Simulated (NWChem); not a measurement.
**What each level costs for FNa**

```xyz
2

Na     0.0000     0.0000    -0.8497
F      0.0000     0.0000     1.0385
```
Charge 0, spin multiplicity 1.

The numbers come from NWChem runs, not from measurements. The geometry was optimised at PBE0/def2-SVP, a minimum by its harmonic frequencies.

Basis set: cc-pVQZ (114 functions). Each entry is one whole single-point run; the coupled-cluster runs use the TCE module, and the SCF and DFT modules converge to different thresholds.

The correlated methods keep 2 core orbitals frozen. B3LYP has NWChem's definition, with VWN1-RPA local correlation. The structure started from a generated list of species.

Task: Roughly how much processor time does each of these take, relative to RHF: MP2, B2PLYP, PBE, B3LYP, BLYP, CR-CCSD(T)?

Result: BLYP about the same, within a factor of 3; PBE about the same, within a factor of 3; B3LYP about the same, within a factor of 3; MP2 about the same, within a factor of 3; B2PLYP about 3; CR-CCSD(T) about 10 (rough ratios from shared machines).
